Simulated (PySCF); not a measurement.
C7H13F.
Cartesian coordinates in Å at the PBE0-D3(BJ)/def2-SVP level; atoms count from 1:
```
atom  x, y, z in Å
C1     3.338   -0.400    0.284
C2     2.185   -1.016    0.017
C3     0.840   -0.604    0.524
C4    -0.189   -0.328   -0.580
C5    -1.600   -0.106   -0.034
C6    -2.247   -1.337    0.579
C7     0.253    0.856   -1.420
F8    -0.615    1.060   -2.467
H9     4.289   -0.766   -0.113
H10    3.374    0.492    0.918
H11    2.199   -1.908   -0.625
H12    0.937    0.286    1.171
H13    0.447   -1.410    1.167
H14   -0.217   -1.204   -1.255
H15   -2.224    0.258   -0.865
H16   -1.569    0.714    0.707
H17   -1.687   -1.719    1.447
H18   -2.317   -2.155   -0.156
H19   -3.268   -1.116    0.925
H20    0.277    1.775   -0.805
H21    1.262    0.692   -1.831
```

Computed with PySCF at CAM-B3LYP/def2-SVPD, non-relativistic, on one gas-phase PBE0-D3(BJ)/def2-SVP geometry that isn't relaxed in the solvent. The solvent is an IEF-PCM continuum (Bondi radii, 1.10 Å for H, scaled by 1.2), and excitations are vertical TDDFT with non-equilibrium linear response and a frozen core. Only the electrostatic response of the medium enters.

| run | E − E(gas) (kJ/mol) | HOMO (eV) | HOMO–LUMO gap (eV) | dipole (D) | lowest singlet (eV) | static polarisability (au) |
| --- | --- | --- | --- | --- | --- | --- |
| gas | 0.00 | -8.89 | 10.09 | 1.74 | 7.31 | 87.4 |
| P | -14.70 | -8.71 | 10.11 | 2.15 | 7.18 | 117.2 |
| Q | -10.65 | -8.74 | 10.11 | 2.03 | 7.15 | 107.3 |

**Question.** The runs were made in acetonitrile and chloroform. Which run belongs to which solvent?

**Answer.** P = acetonitrile, Q = chloroform. The dielectric constants are 4.711 (chloroform), 35.69 (acetonitrile), and the energy falls further as ε rises. The optical constants n² used for the excitations are 2.09, 1.81 in the same order. In this model the ground state sees the solvent through ε alone.

**Question.** How constant is the ratio of the lowering to (ε − 1)/(2ε + 1)?

**Answer.** 
```
     solvent  (ε − 1)/(2ε + 1)  E − E(gas) (kJ/mol)  ratio (kJ/mol)  polarisation term (kJ/mol)
  chloroform             0.356               -10.65           -29.9                      -11.64
acetonitrile             0.479               -14.70           -30.7                      -16.69
```

The ratio changes by +2.6 % in size from chloroform to acetonitrile. The polarisation term is half the interaction of the solute with the induced surface charges.
